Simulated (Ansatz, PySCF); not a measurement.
Reaction (SMILES): CN[SiH3] + 2 [H][H] (H2) → C (CH4) + N (NH3) + [SiH4] (SiH4)
Each molecule is optimised on its own at B3LYP-D3(BJ)/def2-TZVP (Ansatz, a program for electronic structure).
Geometry of the first species:
SMILES: CN[SiH3]
```xyz
10

C     -1.6126     0.4066    -0.4022
N     -0.4868     0.2290     0.5037
Si     1.0678    -0.2976    -0.0086
H     -2.1571    -0.5221    -0.6138
H     -1.2533     0.8015    -1.3549
H     -2.3225     1.1326     0.0005
H     -0.7619     0.0269     1.4522
H      1.1173    -1.6794    -0.5665
H      1.5478     0.6091    -1.0798
H      1.9631    -0.2452     1.1702
```

Property: energy of full hydrogenation (enthalpy at 298 K, with B3LYP-D3(BJ) rigid-rotor harmonic-oscillator terms from PySCF), in eV. Correlated levels leave the core frozen unless marked. No spin-orbit coupling. No relativistic terms. Basis-set limits of correlation are two-point, X^-3; Hartree-Fock from the larger set.

```json
[
 {"level": "BHLYP-D3(BJ)/def2-TZVPD", "program": "Ansatz + dftd3", "energy of full hydrogenation (eV)": "-0.67"},
 {"level": "r2SCAN0/def2-TZVPD", "program": "Ansatz", "energy of full hydrogenation (eV)": "-0.67"}
]
```

### Question
Estimate the value at CCSD(T)/CBS(cc-pV(T+d)Z,cc-pV(Q+d)Z) as computed with Ansatz.

### Answer
-0.62 eV
